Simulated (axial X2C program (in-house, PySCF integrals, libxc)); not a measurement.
## Nuclear properties of SeBr

Calculated with an axial X2C code built on PySCF integrals: two-component X2C with atomic mean-field Coulomb and Gaunt terms, Gaussian nuclei, basis Br dyall-cv3z, Se dyall-cv3z with contracted cores.

R = 2.267 Å (near the PBE0 minimum at charge 0 of the determinant lowest at the starting distance; the state shown can have its own minimum elsewhere).

Input and command:
```json
{"zs": [35, 34], "q": 0, "bas": ["dyall-cv3z", "dyall-cv3z"], "r0": 2.3, "levels": ["PBE0", "HF", "r2SCAN", "LDA", "BHandHLYP"], "nst": 3}
```
```bash
python soeom.py task.json out
```

Keys: zs atomic numbers; q charge; bas basis sets; r0 starting distance in Å; levels methods; nst determinants followed.

Determinant lowest in the PBE0 search, Ω = 3/2 (⟨Sz⟩ = 0.50, ⟨Lz⟩ = 1.00 at PBE0), spin on the atoms Br 0.07, Se 0.43:

```tsv
level	Eeff magnitude (GV/cm)	Ws magnitude Br (kHz)	Ws magnitude Se (kHz)	A∥/gI Br (MHz)	qzz Br (a.u.)	A∥/gI Se (MHz)	qzz Se (a.u.)	μ (D)
PBE0	0.292	0.0094	0.0692	126	7.46	419	6.63	0.19
HF	0.81	0.0359	0.19	68.1	8.20	475	6.46	0.74
r2SCAN	0.239	0.0175	0.0786	163	7.19	434	6.84	-0.03
LDA	0.164	0.016	0.0266	159	7.16	418	6.90	-0.08
BHandHLYP	0.371	0.0117	0.0886	108	7.82	458	6.66	0.44
```

Determinant 0.26 eV from it at PBE0 and this distance, Ω = 1/2 (⟨Sz⟩ = -0.50, ⟨Lz⟩ = 1.00 at PBE0), spin on the atoms Br -0.06, Se -0.44:

| level | Eeff magnitude (GV/cm) | Ws magnitude Br (kHz) | Ws magnitude Se (kHz) | A∥/gI Br (MHz) | qzz Br (a.u.) | A∥/gI Se (MHz) | qzz Se (a.u.) | μ (D) |
| --- | --- | --- | --- | --- | --- | --- | --- | --- |
| PBE0 | 0.105 | 0.0304 | 0.0772 | 611 | 7.51 | 2370 | 6.34 | 0.20 |
| HF | 0.0807 | 0.0949 | 0.14 | 276 | 8.27 | 2380 | 6.16 | 0.71 |
| r2SCAN | 0.0418 | 0.0655 | 0.00673 | 684 | 7.21 | 2130 | 6.58 | -0.02 |
| LDA | 0.159 | 0.0323 | 0.181 | 804 | 7.18 | 2280 | 6.62 | -0.07 |
| BHandHLYP | 0.144 | 0.0753 | 0.0691 | 470 | 7.89 | 2410 | 6.36 | 0.44 |

Eeff is the effective electric field on the electron electric dipole moment in this Ω state and Ws the scalar–pseudoscalar constant of the nucleus named (defined with the proton number Z and per Ω); A∥ (defined per Ω) follows by multiplying with gI = μI/(I μN); qzz is the electric field gradient, eQq0 = 234.96 MHz × Q/barn × qzz; μ is positive if the Se end (last atom) is positive. The operators were transformed with the bare-nucleus X2C matrices; with these basis sets, hyperfine constants and field gradients can be off by tens of per cent, and where levels differ in sign neither size nor sign is settled.

Task: With Q(79Br) = 0.3087 barn, gI(77Se) = 1.0701 (g factors from the IAEA table of nuclear moments by Stone; Q from Pyykkö, Mol. Phys. 2018), turn the PBE0 values of the first state into constants in MHz.

Result: eQq0(79Br) = 234.96 × (0.3087) × (7.46) = 541 MHz; A∥(77Se) = 419 × 1.0701 = 448 MHz.

Each state is one determinant with collinear spin. Unrestricted Hartree–Fock can overshoot spin polarisation at the nuclei. In the state Ω = 1/2 the sign of Eeff differs between levels (HF against PBE0). Where Eeff spreads by more than a factor of two the levels disagree and none is to be relied on. The search compared states at one distance, so a state with another bond length can lie lower. The sign of Ws at Br differs between levels in the first state. The sign of Ws at Br differs between levels in the second state. The sign of Ws at Se differs between levels in the second state. Further determinants of the search, some of them spin-mixed, are not shown. Where a field gradient or hyperfine factor spreads by more than a factor of two over the levels, a constant derived from it is not to be relied on. PBE0 term energies can be off by some tenths of an eV.
